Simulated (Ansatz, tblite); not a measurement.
Cost and result up the ladder for the cluster In2O4H2 (8 atoms). Total charge 0; singlet. Geometry: B3LYP-D4/def2-SVP.

```xyz
8

In   -1.025    1.061   -0.178
In    0.819   -1.084    0.599
O     0.507    0.043   -1.085
O    -2.265    2.522   -0.715
O    -0.713   -0.069    1.495
O     2.077   -2.534    1.125
H     2.672   -2.733    0.386
H    -2.072    2.794   -1.626
```

Ansatz on 4 threads of Intel Xeon on a shared host; xTB runs through tblite on one thread. Times are rough, summed over both states, and most runs start from the orbitals of an earlier one. PBE0-D4/def2-TZVP serves as the yardstick here, not as an exact answer. The other state is a triplet.

In the def2 sets In takes a core potential; there is no spin–orbit coupling. The xTB rows come from tblite. The structure comes from a short search, and lower isomers may exist.

xTB has no spin-polarisation term.

```
                            level  functions  vertical triplet (eV)  difference from PBE0-D4/def2-TZVP (eV)
r2SCAN-D4/def2-TZVP (with forces)        236                   2.65                                   -0.08
                 PBE-D4/def2-TZVP        236                   2.66                                   -0.08
                         GFN1-xTB         38                   3.73                                    0.99
                         GFN2-xTB         36                   2.31                                   -0.43
                PBE0-D4/def2-TZVP        236                   2.74                                    0.00
```

Task: Estimate how long each takes.

Result: GFN1-xTB 0.041 s; GFN2-xTB 0.046 s; PBE-D4/def2-TZVP 17 s; r2SCAN-D4/def2-TZVP (with forces) 32 s; PBE0-D4/def2-TZVP 60 s. On shared hardware such times vary by a factor of up to 3.
